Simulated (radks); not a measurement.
Initial-state core-level shifts of the lutetium ion Lu+ when its valence configuration changes from [Xe] 4f14 6s2. Calculated with a radial shooting solver on a logarithmic mesh with Libxc functionals: Dirac Kohn-Sham, PBE, spin-unpolarised, spherical densities, point nucleus; open shells are shared between the two j in proportion to 2j + 1. Shifts are changes of the shell-averaged eigenvalues in eV (positive: less bound).

| valence | 2s | 3d | 4p | 5p |
|---|---|---|---|---|
| 4f14 5d1 6s1 | +2.127 | +2.093 | +2.107 | +2.032 |
| 4f14 5d2 | +3.848 | +3.794 | +3.823 | +3.717 |
| 4f14 6s1 6p1 | -1.489 | -1.477 | -1.485 | -1.465 |
| 4f13 6s1 6p2 | -14.127 | -14.908 | -14.386 | -8.772 |
| 4f13.5 5d2 6p0.5 | -1.574 | -2.015 | -1.776 | +0.575 |
| 4f13 5d1 6s2 | -8.526 | -9.369 | -8.845 | -3.583 |
| 4f13.5 5d1 6s1 6p0.5 | -3.703 | -4.117 | -3.888 | -1.430 |
| 4f13 6s2 6p1 | -12.726 | -13.516 | -12.990 | -7.432 |
| 4f13 5d2 6s1 | -6.101 | -6.977 | -6.450 | -1.362 |
